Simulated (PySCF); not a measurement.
PySCF input for B(Cl)2(Et) (C2H5BCl2), SMILES B(CC)(Cl)Cl, TDA-PBE/def2-SVPD. Coordinates come from a PBE0-D3(BJ)/def2-SVP optimisation. The values are those of a single conformer.

```python
import numpy as np
from pyscf import gto, scf, dft, tdscf

mol = gto.M(
    atom='''
    B     0.11135665    0.17855366    0.00000000
    Cl   -1.61493118   -0.13274185   -0.00000000
    Cl    0.63631930    1.85560357   -0.00000000
    C     1.16617958   -0.97305437   -0.00000000
    C     0.64990313   -2.40461535   -0.00000000
    H     1.82687867   -0.78574439   -0.86800091
    H     1.82687868   -0.78574438    0.86800091
    H     0.02661423   -2.60646662    0.88413889
    H     0.02661422   -2.60646663   -0.88413888
    H     1.47613652   -3.13097713   -0.00000000
    ''',
    basis='def2-SVPD',
    charge=0,
    spin=0,
    symmetry=True,
    max_memory=1600,
    verbose=4,
)
mf = dft.RKS(mol, xc='pbe').density_fit(auxbasis='def2-universal-jkfit')
mf.grids.level = 3
mf.conv_tol = 1e-9
mf.max_cycle = 100
mf.kernel()
mf.grids = dft.Grids(mol).set(level=1).build(with_non0tab=True)  # coarser grid for the response kernel
td = tdscf.TDA(mf)
td.singlet = True
td.nstates = 10
td.conv_tol = 1e-4
td.positive_eig_threshold = 1e-6
td.kernel(x0=td.get_init_guess(mf, 15))
td.analyze()
tt = tdscf.TDA(mf)
tt.singlet = False
tt.nstates = 4
tt.conv_tol = 1e-4
tt.positive_eig_threshold = 1e-6
tt.kernel(x0=tt.get_init_guess(mf, 9))
tt.analyze(verbose=3)
```

Program output:

```
PySCF version 2.14.0

[INPUT] verbose = 4
[INPUT] num. atoms = 10
[INPUT] num. electrons = 56
[INPUT] charge = 0
[INPUT] spin (= nelec alpha-beta = 2S) = 0
[INPUT] symmetry True subgroup None
[INPUT] Mole.unit = angstrom
[INPUT] Symbol           X                Y                Z      unit          X                Y                Z       unit  Magmom
[INPUT]  1 B      0.111356650000   0.178553660000   0.000000000000 AA    0.210433570649   0.337417515939   0.000000000000 Bohr   0.0
[INPUT]  2 Cl    -1.614931180000  -0.132741850000   0.000000000000 AA   -3.051777640221  -0.250845741768   0.000000000000 Bohr   0.0
[INPUT]  3 Cl     0.636319300000   1.855603570000   0.000000000000 AA    1.202469204775   3.506582543065   0.000000000000 Bohr   0.0
[INPUT]  4 C      1.166179580000  -0.973054370000   0.000000000000 AA    2.203760018260  -1.838806263611   0.000000000000 Bohr   0.0
[INPUT]  5 C      0.649903130000  -2.404615350000   0.000000000000 AA    1.228138923198  -4.544064446425   0.000000000000 Bohr   0.0
[INPUT]  6 H      1.826878670000  -0.785744390000  -0.868000910000 AA    3.452300349110  -1.484841701013  -1.640283995773 Bohr   0.0
[INPUT]  7 H      1.826878680000  -0.785744380000   0.868000910000 AA    3.452300368007  -1.484841682116   1.640283995773 Bohr   0.0
[INPUT]  8 H      0.026614230000  -2.606466620000   0.884138890000 AA    0.050293605716  -4.925508064621   1.670780358177 Bohr   0.0
[INPUT]  9 H      0.026614220000  -2.606466630000  -0.884138880000 AA    0.050293586819  -4.925508083518  -1.670780339280 Bohr   0.0
[INPUT] 10 H      1.476136520000  -3.130977130000   0.000000000000 AA    2.789493745269  -5.916689277977   0.000000000000 Bohr   0.0

nuclear repulsion = 251.273136223941
point group symmetry = Cs
symmetry origin: [-4.38686421e-09  2.36215777e-09  3.37451095e-10]
symmetry axis x: [1.00000000e+00 3.37424974e-09 2.62505680e-10]
symmetry axis y: [ 3.37424974e-09 -1.00000000e+00  7.06502632e-11]
symmetry axis z: [-2.62505680e-10  7.06502427e-11  1.00000000e+00]
num. orbitals of irrep A' = 102
num. orbitals of irrep A" = 52
number of shells = 66
number of NR pGTOs = 230
number of NR cGTOs = 154
basis = def2-SVPD
ecp = {}


[settings echo left out]
init E= -1023.88371903618
HOMO (A') = -0.329846943776295  LUMO (A") = -0.112049893662236  gap/eV = 5.92656
cycle= 1 E= -1023.6319107585  delta_E= 0.252  |g|= 0.446  |ddm|= 4.23
HOMO (A') = -0.222754000541755  LUMO (A") = -0.0661438212759489  gap/eV = 4.26158
cycle= 2 E= -1023.5636069264  delta_E= 0.0683  |g|= 0.672  |ddm|= 1.31
HOMO (A') = -0.270937530534593  LUMO (A") = -0.0801191991014254  gap/eV = 5.19243
cycle= 3 E= -1023.68742445399  delta_E= -0.124  |g|= 0.0608  |ddm|= 0.756
HOMO (A') = -0.279495858578251  LUMO (A") = -0.0833745397957175  gap/eV = 5.33673
cycle= 4 E= -1023.68836861417  delta_E= -0.000944  |g|= 0.0194  |ddm|= 0.127
HOMO (A') = -0.278257482579399  LUMO (A") = -0.0839020523469327  gap/eV = 5.28868
cycle= 5 E= -1023.68844375537  delta_E= -7.51e-05  |g|= 0.00956  |ddm|= 0.0362
HOMO (A') = -0.278080046529757  LUMO (A") = -0.0829039533725719  gap/eV = 5.31101
cycle= 6 E= -1023.6884693815  delta_E= -2.56e-05  |g|= 0.00221  |ddm|= 0.0146
HOMO (A') = -0.278266970043436  LUMO (A") = -0.0831683673051518  gap/eV = 5.30890
cycle= 7 E= -1023.68847080305  delta_E= -1.42e-06  |g|= 0.000341  |ddm|= 0.00342
HOMO (A') = -0.278235290468315  LUMO (A") = -0.0831681210206985  gap/eV = 5.30805
cycle= 8 E= -1023.68847082942  delta_E= -2.64e-08  |g|= 0.000174  |ddm|= 0.00075
HOMO (A') = -0.278243233029929  LUMO (A") = -0.0831671151000846  gap/eV = 5.30829
cycle= 9 E= -1023.6884708388  delta_E= -9.38e-09  |g|= 2.69e-05  |ddm|= 0.000297
HOMO (A') = -0.278242130611687  LUMO (A") = -0.0831667290779756  gap/eV = 5.30827
cycle= 10 E= -1023.68847083902  delta_E= -2.22e-10  |g|= 4.74e-06  |ddm|= 5.26e-05
HOMO (A') = -0.278242962283188  LUMO (A") = -0.0831667927317215  gap/eV = 5.30829
Extra cycle  E= -1023.68847083902  delta_E= 3.87e-12  |g|= 5.57e-06  |ddm|= 1.61e-05
converged SCF energy = -1023.68847083902
tot grids = 40536
Overwritten attributes  positive_eig_threshold  of <class 'pyscf.tdscf.rks.TDA'>


******** <class 'pyscf.tdscf.rks.TDA'> for <class 'pyscf.df.df_jk.DFSymAdaptedRKS'> ********
nstates = 10 singlet
deg_eia_thresh = 1.000e-03
wfnsym = None
conv_tol = 0.0001
eigh lindep = 1e-12
eigh level_shift = 0
eigh max_cycle = 100


Excitation energies (eV)
[5.39938463 5.52221536 6.4311132  6.58533359 6.75700647 7.13197485
 7.18860568 7.19907463 7.61781236 7.69899146]

** Singlet excitation energies and oscillator strengths **
Excited State   1:   A"      5.39938 eV    229.63 nm  f=0.0001
      27 -> 29       -0.26550
      28 -> 29       -0.65481
Excited State   2:   A"      5.52222 eV    224.52 nm  f=0.0005
      27 -> 29       -0.65328
      28 -> 29        0.26282
Excited State   3:   A'      6.43111 eV    192.79 nm  f=0.0788
      23 -> 29       -0.10870
      25 -> 29        0.41695
      26 -> 29        0.54437
Excited State   4:   A"      6.58533 eV    188.27 nm  f=0.0015
      24 -> 29       -0.70328
Excited State   5:   A'      6.75701 eV    183.49 nm  f=0.1014
      23 -> 29        0.11858
      25 -> 29       -0.52362
      26 -> 29        0.39369
      28 -> 30       -0.15994
Excited State   6:   A'      7.13197 eV    173.84 nm  f=0.0684
      26 -> 29       -0.10833
      28 -> 30       -0.68436
Excited State   7:   A'      7.18861 eV    172.47 nm  f=0.0322
      27 -> 30       -0.70259
Excited State   8:   A"      7.19907 eV    172.22 nm  f=0.0002
      22 -> 29        0.70559
Excited State   9:   A"      7.61781 eV    162.76 nm  f=0.0006
      26 -> 30       -0.70681
Excited State  10:   A'      7.69899 eV    161.04 nm  f=0.0634
      19 -> 29        0.10754
      23 -> 29       -0.64523
      25 -> 29       -0.15017
      28 -> 31        0.10741

** Transition electric dipole moments (AU) **
state          X           Y           Z        Dip. S.      Osc.
  1        -0.0000     -0.0000     -0.0295      0.0009      0.0001
  2         0.0000      0.0000      0.0632      0.0040      0.0005
  3        -0.0233      0.7068      0.0000      0.5002      0.0788
  4         0.0000     -0.0000      0.0956      0.0091      0.0015
  5         0.7356      0.2671      0.0000      0.6124      0.1014
  6        -0.5933     -0.1986     -0.0000      0.3915      0.0684
  7         0.0925     -0.4174      0.0000      0.1828      0.0322
  8        -0.0000      0.0000     -0.0367      0.0013      0.0002
  9        -0.0000      0.0000     -0.0589      0.0035      0.0006
 10         0.4106     -0.4092      0.0000      0.3360      0.0634

** Transition velocity dipole moments (imaginary part, AU) **
state          X           Y           Z        Dip. S.      Osc.
  1         0.0000      0.0000      0.0126      0.0002      0.0005
  2         0.0000     -0.0000     -0.0313      0.0010      0.0032
  3        -0.0039      0.0772      0.0000      0.0060      0.0169
  4         0.0000      0.0000     -0.0228      0.0005      0.0014
  5         0.0398      0.0010      0.0000      0.0016      0.0043
  6        -0.1052     -0.0160     -0.0000      0.0113      0.0288
  7         0.0311     -0.1083     -0.0000      0.0127      0.0320
  8        -0.0000     -0.0000     -0.0112      0.0001      0.0003
  9         0.0000     -0.0000     -0.0117      0.0001      0.0003
 10         0.0303     -0.0667      0.0000      0.0054      0.0126

** Transition magnetic dipole moments (imaginary part, AU) **
state          X           Y           Z
  1         0.0549     -0.5504     -0.0000
  2         0.7341      0.4978     -0.0000
  3         0.0000      0.0000     -0.2675
  4        -0.2748      0.0640     -0.0000
  5        -0.0000      0.0000      0.1257
  6         0.0000     -0.0000     -0.6861
  7        -0.0000     -0.0000     -0.3036
  8         0.4058     -0.3863      0.0000
  9         0.2922     -0.3186      0.0000
 10        -0.0000      0.0000     -0.0317


******** <class 'pyscf.tdscf.rks.TDA'> for <class 'pyscf.df.df_jk.DFSymAdaptedRKS'> ********
nstates = 4 triplet
deg_eia_thresh = 1.000e-03
wfnsym = None
conv_tol = 0.0001
eigh lindep = 1e-12
eigh level_shift = 0
eigh max_cycle = 100


Excitation energies (eV)
[5.09376967 5.25302141 5.59307367 6.07882646]

** Triplet excitation energies and oscillator strengths **
Excited State   1:   A"      5.09377 eV    243.40 nm  f=0.0000
Excited State   2:   A"      5.25302 eV    236.02 nm  f=0.0000
Excited State   3:   A'      5.59307 eV    221.67 nm  f=0.0000
Excited State   4:   A'      6.07883 eV    203.96 nm  f=0.0000
```

Self-consistency was reached.

Cost: around 50 core-seconds (rough).
